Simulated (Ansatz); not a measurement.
Relaxation of C$_{2}$H$_{11}$BOSi$_{2}$ (17 atoms, charge 0, multiplicity 1), to a largest force component of 0.015 eV/Å in at most 40 steps.

Level of theory: RKS PBE-D4/STO-3G (Ansatz 0.2.0).

```xyz
17
Properties=species:S:1:pos:R:3
C -0.261 -2.168 -0.466
Si 1.288 -1.167 -0.560
C 1.143 0.362 0.503
B 0.102 1.337 -0.019
O 0.158 1.962 -1.339
Si -1.545 1.691 1.071
H -1.111 -1.494 -0.864
H -0.182 -3.025 -1.098
H -0.516 -2.383 0.618
H 2.391 -2.013 -0.051
H 1.550 -0.771 -1.930
H 0.978 0.053 1.575
H 2.096 0.926 0.483
H -0.303 1.355 -1.937
H -1.450 0.911 2.338
H -2.737 1.279 0.357
H -1.619 3.143 1.357
```

Where does it end, and by what steps?

The forces met the threshold. The force dipped under the threshold on the way, but the program's further checks kept it going. Limits of this set-up: minimal basis. After 21 steps the energy has fallen by 1.731 eV; H14 moved furthest, 1.46 Å.

| step | energy less start (eV) | largest force component (eV/Å) | accepted |
| --- | --- | --- | --- |
| 0 | 0.0000 | 3.736 | yes |
| 1 | -0.4504 | 1.989 | yes |
| 2 | -0.6868 | 2.074 | yes |
| 3 | -0.9074 | 2.508 | yes |
| 4 | -1.3289 | 1.492 | yes |
| 5 | -1.5516 | 0.955 | yes |
| 6 | -1.6388 | 1.505 | yes |
| 7 | -1.6875 | 0.378 | yes |
| 8 | -1.5426 | 1.234 | no |
| 9 | -1.7079 | 0.061 | yes |
| 10 | -1.7142 | 0.102 | yes |
| 11 | -1.7201 | 0.182 | yes |
| 12 | -1.7231 | 0.225 | yes |
| 13 | -1.7262 | 0.115 | yes |
| 14 | -1.7276 | 0.113 | yes |
| 15 | -1.7285 | 0.058 | yes |
| 16 | -1.7292 | 0.028 | yes |
| 17 | -1.7299 | 0.083 | yes |
| 18 | -1.7302 | 0.059 | yes |
| 19 | -1.7306 | 0.021 | yes |
| 20 | -1.7307 | 0.015 | yes |
| 21 | -1.7307 | 0.011 | yes |

```xyz
17
Properties=species:S:1:pos:R:3
C -0.344 -2.139 -0.129
Si 1.266 -1.243 -0.511
C 1.350 0.456 0.327
B 0.159 1.387 -0.133
O 0.444 2.188 -1.217
Si -1.605 1.378 0.777
H -1.213 -1.606 -0.549
H -0.339 -3.156 -0.555
H -0.504 -2.232 0.957
H 2.384 -2.060 -0.055
H 1.390 -1.079 -1.954
H 1.334 0.288 1.419
H 2.333 0.895 0.069
H -0.392 2.734 -1.468
H -1.761 0.279 1.718
H -2.706 1.295 -0.177
H -1.815 2.613 1.523
```

Whether the end is a true minimum wasn't checked by a vibrational analysis.

Time of the run: 84 s on 1 thread of Arm Neoverse V2, on a shared host, peak memory 0.16 GiB.
